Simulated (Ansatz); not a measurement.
Calculation: PBE-D3(BJ)/def2-SVP in Ansatz (a quantum-chemistry and plane-wave program). No frequencies were computed at this level.

Ansatz 0.2 input:
```yaml
crystal:
  periodic: [false, false, false]
  atoms:
    - { symbol: Ga, position_ang: [0.369346, -0.289325, -0.058887] }
    - { symbol: Cl, position_ang: [1.5757, 0.499099, -1.5859] }
    - { symbol: Cl, position_ang: [0.694607, 0.37523, 1.909597] }
    - { symbol: Cl, position_ang: [-0.682343, -2.085604, -0.372995] }
    - { symbol: C, position_ang: [-1.686809, 2.361035, -0.552701] }
    - { symbol: O, position_ang: [-1.499608, 0.950203, -0.506173] }
    - { symbol: H, position_ang: [-2.150092, 2.651639, -1.498137] }
    - { symbol: H, position_ang: [-0.69698, 2.809986, -0.481158] }
    - { symbol: H, position_ang: [-2.298744, 2.698146, 0.286456] }
    - { symbol: H, position_ang: [-2.347437, 0.490899, -0.554633] }
basis:
  gaussian: { orbitals: def2-svp }
hamiltonian:
  xc: pbe
  dispersion: d3bj
relax:
  max_steps: 150
```

Output:

```
[...]
1473 factors; their error is unknown
mean field evaluation 1: about -93046.0104 eV, gradient 5.7e1 eV
mean field evaluation 2: about -93035.0787 eV, gradient 9.6e1 eV
mean field evaluation 4: about -93052.1149 eV, gradient 4.6e0 eV
mean field evaluation 8: about -93052.0851 eV, gradient 1.6e-1 eV
mean field evaluation 16: about -93052.0852 eV, gradient 6.0e-5 eV
mean field -93052.08516643 eV, -3419.6010568977 hartree, gradient 6.0e-5 eV, S^2 0.000000; 0 other end points of the search recorded, 0 dependent functions left out
reference -93052.08520743 eV, -3419.6010584042 hartree; 50, 50 occupied and 84, 84 virtual orbitals, 1473 factors
relax step   1: F+E_penalty+E_count = -93052.36109855 eV  Δ(F+E_penalty+E_count) = +0.000e0 eV  max|allowed force component| = 9.464e-1 eV/Å  Δτ_max = 0.0000 Å  (27 SCF iters, accepted)
these checks for a lower state are left out or cut short: starts, cluster_reference, orbital_swaps, neighbouring_geometries, increment
1473 factors; their error is unknown
mean field -93052.26964789 eV, -3419.6078364661 hartree, gradient 1.7e-5 eV, S^2 0.000000; 0 other end points of the search recorded, 0 dependent functions left out
reference -93052.26968892 eV, -3419.6078379741 hartree; 50, 50 occupied and 84, 84 virtual orbitals, 1473 factors
relax step   2: F+E_penalty+E_count = -93052.54516038 eV  Δ(F+E_penalty+E_count) = -1.841e-1 eV  max|allowed force component| = 5.339e-1 eV/Å  Δτ_max = 0.0783 Å  (29 SCF iters, accepted)
these checks for a lower state are left out or cut short: starts, cluster_reference, orbital_swaps, neighbouring_geometries, increment
1473 factors; their error is unknown
mean field -93052.27367835 eV, -3419.6079845828 hartree, gradient 1.5e-5 eV, S^2 0.000000; 0 other end points of the search recorded, 0 dependent functions left out
reference -93052.27371917 eV, -3419.6079860830 hartree; 50, 50 occupied and 84, 84 virtual orbitals, 1473 factors
relax step   3: F+E_penalty+E_count = -93052.55977621 eV  Δ(F+E_penalty+E_count) = -1.462e-2 eV  max|allowed force component| = 9.088e-1 eV/Å  Δτ_max = 0.1600 Å  (29 SCF iters, accepted)
these checks for a lower state are left out or cut short: starts, cluster_reference, orbital_swaps, neighbouring_geometries, increment
1473 factors; their error is unknown
mean field evaluation 32: about -93052.3753 eV, gradient 5.1e-1 eV
mean field -93052.30857038 eV, -3419.6092668412 hartree, gradient 8.1e-6 eV, S^2 0.000000; 0 other end points of the search recorded, 0 dependent functions left out
reference -93052.30861116 eV, -3419.6092683400 hartree; 50, 50 occupied and 84, 84 virtual orbitals, 1473 factors
relax step   4: F+E_penalty+E_count = -93052.59319988 eV  Δ(F+E_penalty+E_count) = -3.342e-2 eV  max|allowed force component| = 7.966e-1 eV/Å  Δτ_max = 0.2000 Å  (34 SCF iters, accepted)
these checks for a lower state are left out or cut short: starts, cluster_reference, orbital_swaps, neighbouring_geometries, increment
1473 factors; their error is unknown
mean field -93052.31211445 eV, -3419.6093970836 hartree, gradient 1.8e-5 eV, S^2 0.000000; 0 other end points of the search recorded, 0 dependent functions left out
reference -93052.31215531 eV, -3419.6093985852 hartree; 50, 50 occupied and 84, 84 virtual orbitals, 1473 factors
relax step   5: F+E_penalty+E_count = -93052.59568108 eV  Δ(F+E_penalty+E_count) = -2.481e-3 eV  max|allowed force component| = 1.051e0 eV/Å  Δτ_max = 0.2000 Å  (28 SCF iters, accepted)
these checks for a lower state are left out or cut short: starts, cluster_reference, orbital_swaps, neighbouring_geometries, increment
1473 factors; their error is unknown
mean field -93052.34894338 eV, -3419.6107505219 hartree, gradient 8.0e-6 eV, S^2 0.000000; 0 other end points of the search recorded, 0 dependent functions left out
reference -93052.34898420 eV, -3419.6107520218 hartree; 50, 50 occupied and 84, 84 virtual orbitals, 1473 factors
relax step   6: F+E_penalty+E_count = -93052.63208030 eV  Δ(F+E_penalty+E_count) = -3.640e-2 eV  max|allowed force component| = 2.543e-1 eV/Å  Δτ_max = 0.2000 Å  (29 SCF iters, accepted)
these checks for a lower state are left out or cut short: starts, cluster_reference, orbital_swaps, neighbouring_geometries, increment
1473 factors; their error is unknown
mean field -93052.33122849 eV, -3419.6100995117 hartree, gradient 8.1e-6 eV, S^2 0.000000; 0 other end points of the search recorded, 0 dependent functions left out
reference -93052.33126891 eV, -3419.6101009970 hartree; 50, 50 occupied and 84, 84 virtual orbitals, 1473 factors
relax step   7: F+E_penalty+E_count = -93052.61983195 eV  Δ(F+E_penalty+E_count) = +1.225e-2 eV  max|allowed force component| = 4.776e-1 eV/Å  Δτ_max = 0.1931 Å  (30 SCF iters, rejected (line search))
these checks for a lower state are left out or cut short: starts, cluster_reference, orbital_swaps, neighbouring_geometries, increment
1473 factors; their error is unknown
mean field evaluation 64: about -93052.3640 eV, gradient 3.4e-4 eV
mean field -93052.36403549 eV, -3419.6113051465 hartree, gradient 1.3e-5 eV, S^2 0.000000; 0 other end points of the search recorded, 0 dependent functions left out
reference -93052.36407621 eV, -3419.6113066430 hartree; 50, 50 occupied and 84, 84 virtual orbitals, 1473 factors
relax step   8: F+E_penalty+E_count = -93052.64923963 eV  Δ(F+E_penalty+E_count) = -1.716e-2 eV  max|allowed force component| = 5.034e-2 eV/Å  Δτ_max = 0.0624 Å  (28 SCF iters, accepted)
these checks for a lower state are left out or cut short: starts, cluster_reference, orbital_swaps, neighbouring_geometries, increment
1473 factors; their error is unknown
mean field -93052.36442066 eV, -3419.6113193014 hartree, gradient 8.7e-6 eV, S^2 0.000000; 0 other end points of the search recorded, 0 dependent functions left out
reference -93052.36446139 eV, -3419.6113207980 hartree; 50, 50 occupied and 84, 84 virtual orbitals, 1473 factors
relax step   9: F+E_penalty+E_count = -93052.64980513 eV  Δ(F+E_penalty+E_count) = -5.655e-4 eV  max|allowed force component| = 4.677e-2 eV/Å  Δτ_max = 0.0244 Å  (29 SCF iters, accepted)
these checks for a lower state are left out or cut short: starts, cluster_reference, orbital_swaps, neighbouring_geometries, increment
1473 factors; their error is unknown
mean field -93052.36444938 eV, -3419.6113203567 hartree, gradient 8.6e-6 eV, S^2 0.000000; 0 other end points of the search recorded, 0 dependent functions left out
reference -93052.36449009 eV, -3419.6113218528 hartree; 50, 50 occupied and 84, 84 virtual orbitals, 1473 factors
relax step  10: F+E_penalty+E_count = -93052.65013161 eV  Δ(F+E_penalty+E_count) = -3.265e-4 eV  max|allowed force component| = 4.380e-2 eV/Å  Δτ_max = 0.0219 Å  (29 SCF iters, accepted)
these checks for a lower state are left out or cut short: starts, cluster_reference, orbital_swaps, neighbouring_geometries, increment
1473 factors; their error is unknown
mean field -93052.36456197 eV, -3419.6113244945 hartree, gradient 8.7e-6 eV, S^2 0.000000; 0 other end points of the search recorded, 0 dependent functions left out
reference -93052.36460270 eV, -3419.6113259910 hartree; 50, 50 occupied and 84, 84 virtual orbitals, 1473 factors
relax step  11: F+E_penalty+E_count = -93052.65024630 eV  Δ(F+E_penalty+E_count) = -1.147e-4 eV  max|allowed force component| = 2.357e-2 eV/Å  Δτ_max = 0.0117 Å  (29 SCF iters, accepted)
these checks for a lower state are left out or cut short: starts, cluster_reference, orbital_swaps, neighbouring_geometries, increment
1473 factors; their error is unknown
mean field -93052.36484996 eV, -3419.6113350778 hartree, gradient 8.8e-6 eV, S^2 0.000000; 0 other end points of the search recorded, 0 dependent functions left out
reference -93052.36489072 eV, -3419.6113365757 hartree; 50, 50 occupied and 84, 84 virtual orbitals, 1473 factors
relax step  12: F+E_penalty+E_count = -93052.65038018 eV  Δ(F+E_penalty+E_count) = -1.339e-4 eV  max|allowed force component| = 1.714e-2 eV/Å  Δτ_max = 0.0213 Å  (29 SCF iters, accepted)
these checks for a lower state are left out or cut short: starts, cluster_reference, orbital_swaps, neighbouring_geometries, increment
1473 factors; their error is unknown
mean field evaluation 96: about -93052.4384 eV, gradient 1.8e-3 eV
mean field -93052.36509162 eV, -3419.6113439587 hartree, gradient 8.9e-6 eV, S^2 0.000000; 0 other end points of the search recorded, 0 dependent functions left out
reference -93052.36513242 eV, -3419.6113454579 hartree; 50, 50 occupied and 84, 84 virtual orbitals, 1473 factors
relax step  13: F+E_penalty+E_count = -93052.65045707 eV  Δ(F+E_penalty+E_count) = -7.688e-5 eV  max|allowed force component| = 2.654e-2 eV/Å  Δτ_max = 0.0166 Å  (29 SCF iters, accepted)
these checks for a lower state are left out or cut short: starts, cluster_reference, orbital_swaps, neighbouring_geometries, increment
1473 factors; their error is unknown
mean field -93052.36546967 eV, -3419.6113578517 hartree, gradient 8.9e-6 eV, S^2 0.000000; 0 other end points of the search recorded, 0 dependent functions left out
reference -93052.36551054 eV, -3419.6113593538 hartree; 50, 50 occupied and 84, 84 virtual orbitals, 1473 factors
relax step  14: F+E_penalty+E_count = -93052.65049169 eV  Δ(F+E_penalty+E_count) = -3.462e-5 eV  max|allowed force component| = 3.801e-2 eV/Å  Δτ_max = 0.0367 Å  (30 SCF iters, accepted)
these checks for a lower state are left out or cut short: starts, cluster_reference, orbital_swaps, neighbouring_geometries, increment
1473 factors; their error is unknown
mean field -93052.36547246 eV, -3419.6113579541 hartree, gradient 9.3e-6 eV, S^2 0.000000; 0 other end points of the search recorded, 0 dependent functions left out
reference -93052.36551333 eV, -3419.6113594560 hartree; 50, 50 occupied and 84, 84 virtual orbitals, 1473 factors
relax step  15: F+E_penalty+E_count = -93052.65059787 eV  Δ(F+E_penalty+E_count) = -1.062e-4 eV  max|allowed force component| = 2.301e-2 eV/Å  Δτ_max = 0.0071 Å  (31 SCF iters, accepted)
these checks for a lower state are left out or cut short: starts, cluster_reference, orbital_swaps, neighbouring_geometries, increment
1473 factors; their error is unknown
mean field -93052.36534628 eV, -3419.6113533173 hartree, gradient 9.3e-6 eV, S^2 0.000000; 0 other end points of the search recorded, 0 dependent functions left out
reference -93052.36538714 eV, -3419.6113548187 hartree; 50, 50 occupied and 84, 84 virtual orbitals, 1473 factors
relax step  16: F+E_penalty+E_count = -93052.65065036 eV  Δ(F+E_penalty+E_count) = -5.249e-5 eV  max|allowed force component| = 1.277e-2 eV/Å  Δτ_max = 0.0117 Å  (30 SCF iters, accepted)
these checks for a lower state are left out or cut short: starts, cluster_reference, orbital_swaps, neighbouring_geometries, increment
1473 factors; their error is unknown
mean field evaluation 128: about -93052.3654 eV, gradient 9.3e-6 eV
mean field -93052.36537663 eV, -3419.6113544325 hartree, gradient 9.3e-6 eV, S^2 0.000000; 0 other end points of the search recorded, 0 dependent functions left out
reference -93052.36541749 eV, -3419.6113559340 hartree; 50, 50 occupied and 84, 84 virtual orbitals, 1473 factors
relax step  17: F+E_penalty+E_count = -93052.65067197 eV  Δ(F+E_penalty+E_count) = -2.160e-5 eV  max|allowed force component| = 7.519e-3 eV/Å  Δτ_max = 0.0078 Å  (31 SCF iters, accepted)
these checks for a lower state are left out or cut short: starts, cluster_reference, orbital_swaps, neighbouring_geometries, increment
1473 factors; their error is unknown
mean field -93052.36550385 eV, -3419.6113591078 hartree, gradient 9.3e-6 eV, S^2 0.000000; 0 other end points of the search recorded, 0 dependent functions left out
reference -93052.36554472 eV, -3419.6113606097 hartree; 50, 50 occupied and 84, 84 virtual orbitals, 1473 factors
relax step  18: F+E_penalty+E_count = -93052.65068223 eV  Δ(F+E_penalty+E_count) = -1.026e-5 eV  max|allowed force component| = 5.396e-3 eV/Å  Δτ_max = 0.0105 Å  (30 SCF iters, accepted)
1473 factors; their error is unknown
mean field -93052.36550385 eV, -3419.6113591078 hartree, gradient 9.3e-6 eV, S^2 0.000000; 1 other end points of the search recorded, 0 dependent functions left out
reference -93052.36554472 eV, -3419.6113606097 hartree; 50, 50 occupied and 84, 84 virtual orbitals, 1473 factors
Total energy: -93052.65072310 eV, -3419.6218407217 hartree
Atom 0 at     0.241012    -0.120833    -0.122720 Å, force    -0.003947    -0.001504     0.000647 eV/Å
Atom 1 at     1.875116     0.166993    -1.500735 Å, force     0.001164     0.001486    -0.000419 eV/Å
Atom 2 at     0.402251     0.794796     1.840848 Å, force     0.000626     0.001299    -0.000800 eV/Å
Atom 3 at    -0.953881    -1.946611    -0.245870 Å, force    -0.000111     0.001320    -0.000294 eV/Å
Atom 4 at    -1.672640     2.302435    -0.471190 Å, force    -0.001641     0.004261     0.000284 eV/Å
Atom 5 at    -1.314873     0.985095    -0.943529 Å, force     0.005396     0.000300     0.001475 eV/Å
Atom 6 at    -2.559529     2.660683    -1.028684 Å, force     0.003269    -0.000457     0.001965 eV/Å
Atom 7 at    -0.812409     2.959505    -0.692351 Å, force    -0.003547    -0.003163     0.001761 eV/Å
Atom 8 at    -1.859376     2.301188     0.621240 Å, force     0.002114    -0.002080    -0.005305 eV/Å
Atom 9 at    -2.068031     0.358057    -0.871541 Å, force    -0.003323    -0.001463     0.000686 eV/Å
Dipole moment:    -0.826202     0.640447    -0.185452 e Å
```

Cost: about 120 core-seconds (a rough figure).
